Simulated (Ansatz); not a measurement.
The same path of Cl2GaH (4 atoms, charge 0, multiplicity 1) was run twice with different band settings. Lost on the way: Ga1–Cl2, Ga1–H3. Made: Cl2–H3.

Theory: RKS LDA/def2-SVPD (Ansatz).

Relaxed end points:

```xyz
4
Properties=species:S:1:pos:R:3
Ga 0.495 0.000 0.081
Cl 0.695 0.000 2.200
H 1.705 0.000 -0.872
Cl -1.517 0.000 -0.614
```

```xyz
4
Properties=species:S:1:pos:R:3
Ga -0.363 0.000 -0.372
Cl 2.441 0.000 1.852
H 1.401 0.000 1.014
Cl -2.101 0.000 -1.698
```

Common settings: spring 5.0 eV/Å²; optimiser quadratic models (default); start path through a guess of the saddle point; force threshold 0.03 eV/Å; iteration limit 60; end points relaxed.

| run | movable images | climbing image |
| --- | --- | --- |
| 1 | 5 | yes |
| 2 | 4 | no |

Question: What does each run give, and how far can it be trusted?

Answer: Run 1: converged after 12 iterations, highest image 1.745 eV above the first end. A vibrational analysis at the climbing image gives one clearly imaginary mode, 871i cm⁻¹: a first-order saddle point.
Run 2: converged after 12 iterations, highest image 1.575 eV above the first end. No image climbed, so the highest image needn't sit at the top of the path.
The orbitals stay closed-shell, which can raise the energy where a bond breaks towards radicals; this wasn't checked here.
